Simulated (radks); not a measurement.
Species: Au77+. Configuration: [He]. Calculated with a radial shooting solver on a logarithmic mesh with Libxc functionals: Dirac Kohn-Sham, PBE, spin-unpolarised, spherical densities, finite nucleus; Fermi nuclear charge, rms radius 5.4371 fm.

Normalised radial functions P(r) = r R(r) (large component), r in bohr:

r	1s1/2
0.0008425	1.7677
0.001013	2.0281
0.001227	2.3337
0.001475	2.6605
0.001787	3.0374
0.002148	3.4317
0.002582	3.8549
0.003129	4.3200
0.003761	4.7774
0.004557	5.2496
0.005477	5.6751
0.006584	6.0459
0.007978	6.3386
0.009589	6.4903
0.01162	6.4732
0.01397	6.2566
0.01679	5.8268
0.02034	5.1577
0.02445	4.3428
0.02963	3.3861
0.03561	2.4622
0.0428	1.6289
0.05186	0.9373
0.06234	0.4796
0.07554	0.1997
0.0908	0.0703
0.1091	0.0194
0.1322	0.0037
0.159	0.0005
0.1926	0.0000
0.2315	0.0000

1s1/2: eigenvalue -91297 eV, 0 radial nodes, <r> = 0.0168 bohr, 90 % of the charge inside 0.0307 bohr.
